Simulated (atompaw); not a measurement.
## barium (Ba): one change to a PAW (atompaw) potential, before and after

```json
{
 "Element": "Ba",
 "Generator": "atompaw 4.2.0.5",
 "Type": "PAW",
 "Functional": "PBE",
 "Relativity": "scalar-relativistic",
 "Frozen core": "[Xe]",
 "Valence charge": "2",
 "Reference configuration": "5d0 6s2 6p0",
 "Partial waves": "6s (bound): rc 3.00 bohr; 6s channel at 4.4 Ry: rc 3.00 bohr; 6p (bound, empty): rc 3.00 bohr; 6p channel at 0.6 Ry: rc 3.00 bohr; 5d (bound, empty): rc 3.00 bohr; 5d channel at 1 Ry: rc 3.00 bohr",
 "Local potential": "bessel scheme, radius 2.85 bohr",
 "Core correction": "smooth core density matched at 2.30 bohr",
 "Augmentation charge": "sinc compensation charge, radius 2.80 bohr; PAW radius 3.00 bohr; waves and projectors: custom rrkj vanderbiltortho"
}
```

Change: local potential bessel scheme, radius 1.64 bohr.

Cutoffs: the cutoffs (Ry, on a coarse ladder) from which the occupation-weighted sum of valence levels, in a spherical-Bessel basis at the reference potential, stays within 10 and 1 mRy of its value at 400 Ry; they do not see the model core or the augmentation charge, which bear on the density cutoff.

Q: What does the change do?

A: Both files are very soft, the changed one slightly softer (loose and tight cutoff 10 and 12 Ry → 8 and 12 Ry on this coarse ladder); both files keep a bound ghost (p, s); the range in which the p phases agree narrows (upper end 4.8 → 1.2); the range in which the d phases agree narrows (upper end at the end of the scan → 3.2).

```csv
quantity,base,changed
"cutoff, loose",10 Ry,8 Ry
"cutoff, tight",12 Ry,12 Ry
bound ghosts,"s, p","s, p"
s: phases at 3.01 bohr within 0.05 rad from the reference energy up to (Ry; the scan ends near 5),0.4,0.4
p: phases at 3.01 bohr within 0.05 rad from the reference energy up to (Ry; the scan ends near 5),4.8,1.2
d: phases at 3.01 bohr within 0.05 rad from the reference energy up to (Ry; the scan ends near 5),to the end of the scan,3.2
lowest overlap eigenvalue by channel,"s 0.04, p 0.19, d 0.63","s 0.04, p 0.17, d 0.52"
```

 A true bound ghost makes a file unfit for plane-wave use even where its test errors are small: the radial tests pick states by their node count and pass the ghost by. The cutoffs see the waves, projectors and local potential, not the compensation charge or the core.
